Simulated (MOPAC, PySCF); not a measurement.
CH4Si, SMILES `C=[SiH2]`, neutral singlet in the gas phase. 

Cartesian coordinates (Å):
SMILES: C=[SiH2]
```xyz
6

C     -0.9083    -0.1266     0.0334
Si     0.7643     0.1066    -0.0281
H     -1.6106     0.6638    -0.1936
H     -1.3497    -1.0765     0.3023
H      1.7285    -0.9606     0.2786
H      1.3756     1.3934    -0.3926
```
Charge 0, multiplicity 1.

All levels are single points at this geometry (CAM-B3LYP-D3(BJ)/def2-TZVP); Pople sets use spherical d functions. Orbital energies aren't observables, and empty levels follow the basis.

```json
[
 {"level": "CAM-B3LYP-D3(BJ)/def2-TZVP in PySCF", "HOMO (eV)": "-7.85", "LUMO (eV)": "-0.14", "gap (eV)": "7.72", "dipole (D)": "0.87", "vertical IE, Delta-SCF (eV)": "8.79"},
 {"level": "PBE-D3(BJ)/def2-TZVP in PySCF", "HOMO (eV)": "-5.69", "LUMO (eV)": "-2.05", "gap (eV)": "3.64", "dipole (D)": "0.60", "vertical IE, Delta-SCF (eV)": "8.94"},
 {"level": "B3LYP/3-21G in PySCF", "HOMO (eV)": "-6.37", "LUMO (eV)": "-0.87", "gap (eV)": "5.50", "dipole (D)": "0.19", "vertical IE, Delta-SCF (eV)": "–"},
 {"level": "B3LYP/6-311+G** in PySCF", "HOMO (eV)": "-6.45", "LUMO (eV)": "-1.42", "gap (eV)": "5.03", "dipole (D)": "0.76", "vertical IE, Delta-SCF (eV)": "–"},
 {"level": "B3LYP/6-31G* in PySCF", "HOMO (eV)": "-6.24", "LUMO (eV)": "-0.95", "gap (eV)": "5.28", "dipole (D)": "0.34", "vertical IE, Delta-SCF (eV)": "8.76"},
 {"level": "BP86/6-31G* in PySCF", "HOMO (eV)": "-5.60", "LUMO (eV)": "-1.76", "gap (eV)": "3.84", "dipole (D)": "0.23", "vertical IE, Delta-SCF (eV)": "–"},
 {"level": "PBE/6-31G* in PySCF", "HOMO (eV)": "-5.51", "LUMO (eV)": "-1.67", "gap (eV)": "3.84", "dipole (D)": "0.23", "vertical IE, Delta-SCF (eV)": "8.85"},
 {"level": "SVWN5/6-31G* in PySCF", "HOMO (eV)": "-5.62", "LUMO (eV)": "-1.82", "gap (eV)": "3.80", "dipole (D)": "0.23", "vertical IE, Delta-SCF (eV)": "9.11"},
 {"level": "HF/3-21G in PySCF", "HOMO (eV)": "-8.61", "LUMO (eV)": "2.59", "gap (eV)": "11.20", "dipole (D)": "0.42", "vertical IE, Delta-SCF (eV)": "–"},
 {"level": "HF/6-31G* in PySCF", "HOMO (eV)": "-8.48", "LUMO (eV)": "2.52", "gap (eV)": "11.00", "dipole (D)": "0.70", "vertical IE, Delta-SCF (eV)": "7.25"},
 {"level": "HF/STO-3G in PySCF", "HOMO (eV)": "-5.79", "LUMO (eV)": "7.62", "gap (eV)": "13.41", "dipole (D)": "1.15", "vertical IE, Delta-SCF (eV)": "–"},
 {"level": "PM3 in MOPAC", "HOMO (eV)": "-8.66", "LUMO (eV)": "-0.45", "gap (eV)": "8.21", "dipole (D)": "0.02", "vertical IE, Delta-SCF (eV)": "–"},
 {"level": "PM6 in MOPAC", "HOMO (eV)": "-8.24", "LUMO (eV)": "-0.46", "gap (eV)": "7.78", "dipole (D)": "2.27", "vertical IE, Delta-SCF (eV)": "–"}
]
```
